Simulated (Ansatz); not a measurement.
Consider the redistribution: `BrC[SiH2]Br` + `C[O][SnH2][OH]` → `O[SiH2]CBr` + `C[O][SnH2][Br]`.

Calculated with Ansatz (gas phase, PBE0-D4/def2-TZVP geometries, no zero-point term in ΔE). CCSD(T)/CBS is the MP2 limit (def2-TZVPP, def2-QZVPP) plus CCSD(T) − MP2 in def2-TZVPP, frozen cores. Elements past krypton have def2 core potentials. For Br, Sn outer-core shells are correlated without core-valence functions, which leaves a few kJ/mol of doubt a bond. Scalar relativity is left out up to krypton. One conformer a species, not always the lowest.

| level | ΔE (kJ/mol) |
| --- | --- |
| CCSD(T)/def2-TZVPP | -83.9 |
| HF/CBS(def2) | -98.9 |

**Question.** What does CCSD(T)/CBS give? (Estimate.)

**Answer.** Computed: -84.3 kJ/mol. The listed levels differ from it by 0.4, -14.6 kJ/mol.

Largest T1 diagnostic among the species: 0.014.

From PBE to PBE0 (25 % exact exchange), in def2-TZVPP and without D4, ΔE moves by −5.0 kJ/mol. In def2-TZVPP, CCSD(T) changes the Hartree–Fock value by +14.6 kJ/mol (the triples alone add +2.1 kJ/mol) and MP2 by +15.1 kJ/mol.
